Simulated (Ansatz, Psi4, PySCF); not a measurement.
FRb, singlet, geometry from GFN2-xTB (such geometries of metal compounds can be far from the true shape) (core potentials on Rb). Base run: B97M-V/def2-SVPD (PySCF).

Input for PySCF:
```python
from pyscf import gto, scf, dft

mol = gto.M(
    atom='''
Rb   -0.000000   -0.000000   -0.430500
F     0.000000    0.000000    1.769833
''',
    basis='def2-svpd',
    ecp={'Rb': 'def2-svpd'},
    charge=0,
    spin=0,
    verbose=3,
)

mf = dft.RKS(mol)
mf.xc = 'b97m_v'
mf.kernel()
```

The same geometry, method and basis name were run in Ansatz (an electronic-structure program) and Psi4 and PySCF, at each program's defaults and at the settings that a row names. The base is PySCF at its defaults. Differences at the defaults can come from grids, fitting, cores and function types together.

```csv
code and settings,ΔE vs base (µEh),basis functions,E (Eh),SCF cycles,dipole (D)
"PySCF, defaults (exact integrals, its default grid, spherical functions)",0.0,50,-123.88506,10,8.34
"Psi4, defaults (density fitting with its default set, its default grid, spherical functions)",-987,50,-123.88605,9,8.35
"Ansatz, defaults (factorised integrals, its default grid, spherical functions)",55.6,50,-123.88501,-,-
"PySCF, density fitting with def2-universal-jkfit",-25.3,50,-123.88509,10,8.34
"PySCF, fine grid",85.2,50,-123.88498,10,8.34
"Psi4, exact integrals, spherical functions, fine grid",280,50,-123.88478,11,8.34
"Ansatz, high accuracy",55.6,50,-123.88501,-,-
```
